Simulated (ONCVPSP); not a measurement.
## Transferability test, ONCV potential for Be (Z = 4)

Be (Z = 4), optimised norm-conserving Vanderbilt (ONCV), made with ONCVPSP 4.0.1 (LDA (Perdew-Wang 92), scalar-relativistic). Core [He], reference 2s1 (charge +1). Waves: 2s: rc 1.60 bohr, ncon 5, nbas 10, qcut 4.7 1/bohr, 2 projectors, debl 2.7 Ha; p scattering state at 0.23 Ha: rc 1.70 bohr, ncon 4, nbas 7, qcut 5.7 1/bohr, 1 projector; d scattering state at 0.14 Ha: rc 1.50 bohr, ncon 4, nbas 8, qcut 6 1/bohr, 2 projectors, debl 2.1 Ha. Local part: polynomial inside 1.10 bohr (lpopt 5, dvloc0 0 Ha). Core correction: polynomial model core, fcfact 0.25.

In the p channel the program set the typed energies aside and used 0.050 Ha.

Energies are relative to the spin-unpolarised reference configuration 2s1; without spin polarisation the order of configurations can differ from experiment.

| valence configuration | charge | ΔE all-electron (eV) | error AE − PS (meV) |
| --- | --- | --- | --- |
| 2s2 | 0 | -9.513 | +7.0 |
| 2s1.5 | +0.5 | -5.765 | +2.5 |
| 2s1 2p1 | 0 | -5.995 | -4.3 |
| 2s0 2p2 | 0 | -2.444 | -9.9 |

Levels in the configuration 2s0 2p2:

```csv
level,all-electron (eV),pseudo (eV)
2p,-2.984,-2.981
```
